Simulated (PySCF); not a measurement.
Compound: n-GeSiSiSiH10.
Bonds: Ge1–Si2, Si2–Si3, Si3–Si4. Hydrogens: H5, H6, H7 on Ge1; H8, H9 on Si2; H10, H11 on Si3; H12, H13, H14 on Si4.

Method used: PBE0-D3(BJ)/def2-SVP geometry optimisation, gas phase in PySCF.

Problem. List the bond lengths, angles and torsions at this level.

Solution. 
| bond | length (pm) |
| --- | --- |
| Ge1–Si2 | 238.5 |
| Ge1–H5, Ge1–H6, Ge1–H7 | 154.0 |
| Si2–Si3 | 234.5 |
| Si2–H8, Si2–H9 | 149.7 |
| Si3–Si4 | 234.6 |
| Si3–H10, Si3–H11 | 149.7 |
| Si4–H12, Si4–H13, Si4–H14 | 149.5 |

Bonds in one row agree within 1 pm and their mean is given. A selection of angles:
| angle | degrees |
| --- | --- |
| Si2–Ge1–H5 | 110.1 |
| Si2–Ge1–H6 | 111.4 |
| H5–Ge1–H6 | 108.6 |
| H5–Ge1–H7 | 108.3 |
| Ge1–Si2–Si3 | 109.0 |
| Ge1–Si2–H8 | 108.9 |
| Si3–Si2–H8 | 108.9 |
| Si3–Si2–H9 | 111.5 |
| H8–Si2–H9 | 108.4 |
| Si2–Si3–Si4 | 108.0 |
| Si2–Si3–H10 | 109.3 |
| Si2–Si3–H11 | 111.0 |
| Si4–Si3–H10 | 109.5 |
| H10–Si3–H11 | 108.5 |
| Si3–Si4–H12 | 109.2 |
| Si3–Si4–H13 | 111.6 |
| H12–Si4–H13 | 108.9 |

Dihedral angles: Ge1–Si2–Si3–Si4 -60° (synclinal).

Si2 (silicon bonded to Ge, Si and 2 H) is tetrahedral (angles from 108.4° to 111.5°). Si3 (silicon bonded to 2 Si and 2 H) is tetrahedral (angles from 108.0° to 111.0°). Ge1 (germanium bonded to Si and 3 H) is tetrahedral (angles from 108.3° to 111.4°). Si4 (silicon bonded to Si and 3 H) is tetrahedral (angles from 108.6° to 111.6°).

Point group: C1 (no symmetry element, even within 0.4 Å). Stationary, but not proved a minimum. One conformer, not necessarily the lowest.

Hardware: an Intel Xeon at 2.50 GHz with one thread (shared host). Cost: 3.8 min of wall time, 0.53 GiB resident at most. That covers the optimisation of the geometry.
